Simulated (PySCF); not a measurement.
## M06-2X on C (carbon, neutral)

Configuration: [He] 2s2 2p2, high-spin 3P determinant. Calculation: PySCF 2.14, in aug-cc-pVDZ-DK (4s3p2d, 23 functions); the spin-free X2C one-electron Hamiltonian (Gaussian nucleus).

- Total energy: -37.8542 hartree
- One-electron energy: -50.4635 hartree
- Hartree (Coulomb) energy: 17.8295 hartree
- Exchange-correlation energy: -5.2202 hartree
- ⟨S²⟩: 2.0036
- ⟨L²⟩: 2.003
- Sum of ⟨r⟩: 7.167 bohr
- Sum of ⟨r²⟩: 14.00 bohr²
- Traceless quadrupole moment −½Σ⟨3z² − r²⟩ along its main axis: 1.50 e·bohr²
- Langevin diamagnetic susceptibility: -11.1 ×10⁻⁶ cm³/mol
- Time after the integrals: 0.17 s of wall time on 1 thread of Neoverse-V2 (shared host)

```csv
shell,electrons,mean orbital energy (hartree),"rms radius, mean of both spins (bohr)"
1s α,1,-10.67514,0.313
1s β,1,-10.65615,0.313
2s α,1,-0.67120,1.76
2s β,1,-0.54181,1.76
2p α,2,-0.32246,1.95
```
